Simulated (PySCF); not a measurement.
Cl2FHNNb, multiplicity 1. Atoms are numbered in the order given.

```xyz
6

Nb     0.0239    -0.2751     0.0000
N      1.5639    -1.0755     0.0000
H      2.4640    -1.5507     0.0000
F     -1.2969    -1.5973     0.0000
Cl    -0.0800     1.0215    -1.9089
Cl    -0.0800     1.0215     1.9089
```

Geometry: B3LYP-D3(BJ)/def2-SVP. The spin state was assumed, not searched. The structure was generated by enumeration; whether it is a known compound was not checked. The def2 effective core potentials stand for the cores of Nb; spin–orbit coupling is left out.

Level of theory: PBE0/def2-TZVP in PySCF.

Symmetry labels are those of the subgroup Cs that the program uses (full group Cs).

Task: List the valence orbital energies around the gap with their symmetry. (The exact figures need the calculation; the answer reports its results.)

Result: 
```
orbital  symmetry  energy (eV)
-------  --------  -----------
HOMO−7         A'       -11.30
HOMO−6         A"       -11.25
HOMO−5         A'       -10.41
HOMO−4         A"       -10.37
HOMO−3         A'        -9.99
HOMO−2         A"        -9.68
HOMO−1         A'        -9.01
HOMO           A"        -8.81
LUMO           A'        -2.73
LUMO+1         A"        -2.56
LUMO+2         A"        -1.26
LUMO+3         A'        -1.21
```
